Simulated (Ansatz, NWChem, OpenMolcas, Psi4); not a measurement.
How basis sets differ on C2H8OSi (SMILES CC[SiH2]O)

The species is C2H8OSi (12 atoms), meant as a singlet with charge 0. SMILES: `CC[SiH2]O`. The coordinates come from a PBE0-D4/def2-TZVP relaxation. This is one conformer, not always the lowest.

Quantity: the HOMO–LUMO gap, in eV. The values are calculated.

```
                          level          kind     program  value (eV)
           HF/ANO-RCC-MB (DKH2)  Hartree–Fock  OpenMolcas       19.38
                      HF/STO-3G  Hartree–Fock      NWChem       22.23
                       HF/3-21G  Hartree–Fock      Ansatz       16.19
HF/ANO-R1 (sfX2C, RICD fitting)  Hartree–Fock  OpenMolcas       14.57
                     HF/cc-pVDZ  Hartree–Fock        Psi4       15.51
```

The values span 14.57 to 22.23 eV. A Hartree–Fock LUMO above zero doesn't converge with the basis: it sinks as sets grow more diffuse. Orbital gaps aren't excitation energies.
